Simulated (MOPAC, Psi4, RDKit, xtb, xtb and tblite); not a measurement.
Two geometries of C₃H₆O₃Si, SMILES COC(=O)[SiH2]C=O, relaxed at GFN2-xTB with one dihedral held; other torsions can differ between them too.

Structure A

```
13

C     -1.9675    -0.5758    -0.8957
O     -1.8497     0.6629    -0.2186
C     -0.9869     0.6536     0.8562
O     -1.3546     0.3777     1.9609
Si     0.8285     1.1047     0.3892
C      1.6425    -0.6380     0.2822
O      1.8295    -1.2334    -0.7481
H     -2.6494    -0.3992    -1.7245
H     -2.3790    -1.3443    -0.2343
H     -0.9970    -0.9069    -1.2796
H      0.8306     1.7545    -0.9141
H      1.4550     1.8159     1.4972
H      1.9149    -1.1219     1.2450
```

Structure B

```
13

C     -1.7724    -0.5778    -0.9408
O     -1.6751     0.6974    -0.3149
C     -1.0353     0.7794     0.8717
O     -1.1696    -0.0233     1.7601
Si     0.4542     1.9737     0.6942
C      1.6588     0.6123     0.0450
O      1.6224     0.1951    -1.0842
H     -2.6234    -0.5406    -1.6180
H     -1.9208    -1.3632    -0.1968
H     -0.8532    -0.7603    -1.5009
H      0.1766     2.9420    -0.3552
H      0.9516     2.4627     1.9749
H      2.3653     0.1546     0.7696
```

Q: Which is lower in energy at the level Psi4 with DF-MP2 (frozen core)/cc-pVTZ // GFN2-xTB, and by how much?

A: B is lower, by 18.14 kJ/mol (dihedral C1–O2–C3–Si5: 90° in A, 120° in B).

E(B) − E(A) in kJ/mol at the other levels, on the same two geometries: GFN2-xTB (xtb and tblite) -25.77; MMFF94 // GFN2-xTB (RDKit) 3.00; PBE0/def2-TZVP // GFN2-xTB (Psi4) -16.71; PBE0-D3(BJ)/def2-TZVP // GFN2-xTB (Psi4) -17.03; PBE/def2-TZVP // GFN2-xTB (Psi4) -17.93; PBE-D3(BJ)/def2-TZVP // GFN2-xTB (Psi4) -18.34; HF/cc-pVTZ // GFN2-xTB (Psi4) -10.40; UFF // GFN2-xTB (RDKit) 16.46; AM1, restricted, heats of formation // GFN2-xTB (MOPAC) -18.77; PM6, restricted, heats of formation // GFN2-xTB (MOPAC) -18.63; GFN1-xTB // GFN2-xTB (xtb) -30.94.
